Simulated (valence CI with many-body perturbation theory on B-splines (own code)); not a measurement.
# Yb⁴⁷⁺: magnetic and hyperfine properties of the levels

Computed by relativistic CI+MBPT: five valence electrons over a frozen Dirac-Fock core [Ar], radial functions for each j: 7 s, 7 p, 8 d, 6 f, 4 g, 1 h, with the one-electron correlation potential Σ1, the two-electron term Σ2, the three-electron term Σ3, Breit, model QED; selected CI, second order for the rest, scaled by the run's own slope (own B-spline code, finite nucleus).

The last digits are not significant, and no measured levels were compared; by estimate large intervals hold to a few tenths of a per cent, small ones and those within an open d or f shell to about a per cent. Among the levels kept, up to 250 cm⁻¹ of a level comes from second order outside the variational space, and about a tenth of that is noise between levels of different J, which matters for small intervals. The list stops below the first excitations out of the core. Only levels of the ground parity were solved; by the run's estimate the other parity begins above the list, which can be wrong where configurations are misplaced.

A/g_I is the dipole constant over the nuclear g factor μ/I (μ in nuclear magnetons, uniformly magnetised nucleus), B/Q the quadrupole constant per barn. Both hold the static response of the core; the bare values leave it out. Large factors of s and p1/2 electrons are usually good to 5 to 10 %; those of open d and f shells near neutrality can be off by tens of per cent, and small factors of p3/2, d and f electrons come from cancelling terms and can be off by a factor of two or in sign, in half-filled shells by more. B is blank for J = 1/2, where it vanishes, and for nearly pure S terms. Energies count from the lowest level.

Levels are named by their leading jj configuration (3d3/2^4 stands for four electrons in 3d with j = 3/2), which in mixed levels can hold well under half, so a name can repeat and another be missing. Letters in brackets count levels of one name in rising energy.

```csv
Level,E (cm⁻¹),g,A/g_I (MHz),A/g_I bare,B/Q (MHz/b),B/Q bare
(3d3/2^4 3d5/2) J=5/2,0,1.313,28400,29300,52600,53200
(3d3/2^3 3d5/2^2) J=5/2 [a],344540,1.334,18000,18900,21900,22100
(3d3/2^3 3d5/2^2) J=7/2 [a],434240,1.156,35600,36100,59700,60400
(3d3/2^3 3d5/2^2) J=11/2,445080,1.105,45400,45800,-954,-1080
(3d3/2^3 3d5/2^2) J=3/2 [a],446770,1.170,44400,45000,49500,50100
(3d3/2^3 3d5/2^2) J=9/2,484580,1.134,40600,41100,60600,61300
(3d3/2^3 3d5/2^2) J=5/2 [b],510280,1.135,41900,42400,-1390,-1380
(3d3/2^3 3d5/2^2) J=1/2,532820,1.814,-23200,-21000,,
(3d3/2^3 3d5/2^2) J=7/2 [b],546080,1.079,49200,49500,-63900,-64600
(3d3/2^3 3d5/2^2) J=3/2 [b],664420,0.794,78200,77800,-61400,-62100
(3d3/2^2 3d5/2^3) J=5/2 [a],772440,1.289,15600,16500,3700,3750
(3d3/2^2 3d5/2^3) J=7/2 [a],835330,1.210,30300,30900,-3740,-3790
(3d3/2^2 3d5/2^3) J=11/2,839940,1.085,44600,45000,1270,1290
(3d3/2^2 3d5/2^3) J=9/2 [a],855130,1.141,38600,39000,-7170,-7270
(3d3/2^2 3d5/2^3) J=13/2,878590,1.067,47900,48200,-70.2,-63.5
(3d3/2^2 3d5/2^3) J=1/2 [a],887650,0.475,122000,121000,,
(3d3/2^2 3d5/2^3) J=3/2 [a],897310,1.169,37500,38100,2350,2360
(3d3/2^2 3d5/2^3) J=5/2 [b],907350,1.020,52500,52700,-7360,-7430
(3d3/2^2 3d5/2^3) J=9/2 [b],947220,1.098,43900,44300,1860,1890
(3d3/2^2 3d5/2^3) J=7/2 [b],965640,0.981,58600,58600,-1660,-1690
(3d3/2^2 3d5/2^3) J=5/2 [c],980650,1.045,49700,49900,7730,7800
(3d3/2^2 3d5/2^3) J=3/2 [b],988080,0.845,72600,72300,5330,5420
(3d3/2^2 3d5/2^3) J=7/2 [c],1029700,1.033,53000,53200,2520,2550
(3d3/2^2 3d5/2^3) J=1/2 [b],1030500,1.772,-27900,-25800,,
(3d3/2^2 3d5/2^3) J=9/2 [c],1095100,1.104,43300,43700,24600,24900
(3d3/2^2 3d5/2^3) J=3/2 [c],1212100,1.180,35500,36000,-19800,-20000
(3d3/2^2 3d5/2^3) J=5/2 [d],1229600,1.211,34300,34900,11400,11600
(3d3/2 3d5/2^4) J=5/2 [a],1271200,1.187,22500,23100,-19600,-19700
(3d3/2 3d5/2^4) J=7/2 [a],1333300,1.181,34100,34700,-71800,-72700
(3d3/2 3d5/2^4) J=11/2,1346000,1.066,46600,46800,-359,-248
(3d3/2 3d5/2^4) J=3/2 [a],1358300,0.969,50400,50500,-53600,-54200
(3d3/2 3d5/2^4) J=9/2,1402500,1.111,41300,41700,-79700,-80700
(3d3/2 3d5/2^4) J=5/2 [b],1437100,1.108,41800,42100,11400,11500
(3d3/2 3d5/2^4) J=7/2 [b],1462200,1.005,52400,52500,78800,79700
(3d3/2 3d5/2^4) J=1/2,1524700,1.237,-8780,-8080,,
(3d3/2 3d5/2^4) J=3/2 [b],1641300,0.867,76200,76000,77500,78500
(3d5/2^5) J=5/2,1827700,1.147,33400,33900,-80400,-81300
```

Problem. Take the isotope of mass number 171, with I = 1/2, μ = 0.4923 μN. What is the hyperfine structure of (3d3/2^4 3d5/2) J=5/2?

Solution. From the table A = 27900 MHz. Shifts from the centre of gravity in MHz: F = 2: -48800, F = 3: 34900.
